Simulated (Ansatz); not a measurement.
Cost and result up the ladder for `FC(F)(F)c1ccc(-c2ccc(-c3ccc(C(F)(F)F)nc3)nc2)nc1` (35 atoms). Total charge 0; singlet. Geometry: PBE-D4/def2-SVP.

Cartesian coordinates in Å:
```
F -2.6106 4.9702 5.3459
C -1.7730 3.9303 5.5725
F -0.6431 4.4384 6.1234
F -2.3456 3.1310 6.5020
C -1.4710 3.1739 4.3033
C -1.5353 3.7987 3.0488
C -1.1975 3.0631 1.9110
C -0.8013 1.7125 2.0512
C -0.4235 0.8721 0.8903
C -0.5722 1.2790 -0.4510
C -0.1829 0.4235 -1.4825
C 0.3582 -0.8430 -1.1657
C 0.8009 -1.8053 -2.2054
C 0.7400 -1.5400 -3.5879
C 1.1825 -2.5055 -4.4984
C 1.6760 -3.7153 -3.9873
C 2.1813 -4.8152 -4.9094
F 3.4837 -5.0835 -4.6799
F 2.0595 -4.4580 -6.2135
F 1.4880 -5.9585 -4.7324
N 1.7454 -3.9953 -2.6778
C 1.3203 -3.0674 -1.8176
N 0.4977 -1.2396 0.1196
C 0.1211 -0.4197 1.0990
N -0.7435 1.1201 3.2658
C -1.0675 1.8253 4.3492
H -1.8512 4.8490 2.9683
H -1.2355 3.5427 0.9235
H -1.0022 2.2596 -0.7024
H -0.3067 0.7436 -2.5261
H 0.3513 -0.5835 -3.9666
H 1.1485 -2.3283 -5.5817
H 1.3788 -3.2998 -0.7420
H 0.2452 -0.7733 2.1358
H -1.0159 1.2984 5.3181
```

Ansatz on 2 threads of AMD EPYC 7R13 on a shared host and a share (18 GiB) of an NVIDIA H100 80GB HBM3. Times are rough, and most runs start from the orbitals of an earlier one. PBE0-D4/def2-TZVP serves as the yardstick here, not as an exact answer. Differences are given only for rows in sets of like size (and for xTB, whose basis is part of the method), since another set adds its own error. Binding counts from free atoms at the same level (F doublet, C triplet, N quartet, H doublet; other spins of the atoms weren't run), without zero-point energy or a counterpoise term.

Single mean-field runs in def2-SVP, def2-TZVP are fitted with def2-universal-jkfit.

```csv
level,functions,wall time,binding energy per atom (eV),difference from PBE0-D4/def2-TZVP (eV)
PBE0-D4/def2-SVP,409,4.4 s,5.37,–
PBE-D4/def2-SVP,409,4.5 s,5.55,–
PBE-D4/def2-TZVP,860,9 s,5.43,0.18
PBE0-D4/def2-TZVP,860,11 s,5.26,0.00
r2SCAN-D4/def2-TZVP (with forces),860,14 s,5.20,-0.05
```
